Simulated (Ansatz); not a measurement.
Cost and result up the ladder for In8N8H22, a nanocrystal cut from wurtzite InN (hydrogen-capped) (38 atoms). The state is a singlet with charge 0. Geometry: PBE-D4/def2-SVP.

Cartesian coordinates in Å:
```
In 0.416 3.761 -1.775
N -0.225 2.154 -3.240
N 0.731 2.385 -0.044
In -1.150 1.451 0.582
In -0.200 -0.015 -2.689
N -1.518 -0.091 -0.946
N -0.658 0.308 2.387
In -2.488 -0.582 3.308
In -1.624 -2.143 -0.198
N -2.979 -1.958 1.575
In 2.467 1.134 -0.415
N 1.742 -0.378 -1.798
N 2.663 -0.062 1.469
In 0.914 -1.187 2.303
In 1.935 -2.472 -1.005
N 0.369 -2.431 0.605
H -1.015 4.712 -1.488
H 1.986 4.257 -2.358
H -1.181 2.378 -3.556
H 0.349 2.262 -4.091
H 0.990 3.015 0.735
H -2.498 2.543 0.745
H -0.669 -0.963 -4.073
H -2.464 0.112 -1.313
H -0.348 1.015 3.076
H -3.756 0.613 3.313
H -1.976 -1.670 4.574
H -2.263 -3.345 -1.284
H -3.913 -1.699 1.220
H -3.114 -2.906 1.958
H 3.986 1.899 -0.787
H 2.413 -0.381 -2.586
H 3.060 0.538 2.208
H 3.394 -0.769 1.282
H 1.381 -1.996 3.772
H 1.369 -3.556 -2.254
H 3.481 -2.526 -0.167
H 0.389 -3.405 0.954
```

Ansatz on 2 threads of AMD EPYC 7R13 on a shared host and a share (18 GiB) of an NVIDIA H100 80GB HBM3. Times are rough, and most runs start from the orbitals of an earlier one. PBE0-D4/def2-TZVP serves as the yardstick here, not as an exact answer. Differences are given only for rows in sets of like size (and for xTB, whose basis is part of the method), since another set adds its own error. Binding counts from free atoms at the same level (In doublet, N quartet, H doublet; other spins of the atoms weren't run), without zero-point energy or a counterpoise term.

In the def2 sets In takes a core potential; there is no spin–orbit coupling. Single mean-field runs in def2-SVP, def2-TZVP are fitted with def2-universal-jkfit.

```csv
level,functions,wall time,binding energy per atom (eV),difference from PBE0-D4/def2-TZVP (eV)
PBE-D4/def2-SVP,430,4.4 s,2.95,–
PBE0-D4/def2-SVP,430,5.5 s,2.90,–
PBE-D4/def2-TZVP (with forces),780,10 s,2.95,0.06
r2SCAN-D4/def2-TZVP,780,10 s,2.91,0.02
PBE0-D4/def2-TZVP (with forces),780,13 s,2.90,0.00
```
